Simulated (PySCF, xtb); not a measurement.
C2H3Cl2FSi, SMILES F/C(=C/Cl)[SiH2]Cl. Other conformers were not sampled.

Harmonic wavenumbers (cm⁻¹) from xtb 6.7.1 with GFN2-xTB at its own minimum, in rising order: 36, 93, 135, 234, 288, 368, 411, 499, 513, 579, 595, 702, 759, 805, 854, 1099, 1213, 1635, 2297, 2319, 3067.

Question: What does PBE-D3(BJ)/def2-SVP (PySCF 2.14.0) give at its own minimum? (The exact figures need the calculation; the answer reports its results.)

Answer: 19, 111, 154, 238, 298, 393, 434, 532, 566, 595, 690, 797, 830, 889, 904, 1128, 1218, 1606, 2198, 2212, 3132. Paired by order, the mean absolute difference is 45 cm⁻¹ and the zero-point energies are 26.4 and 27.1 kcal/mol.
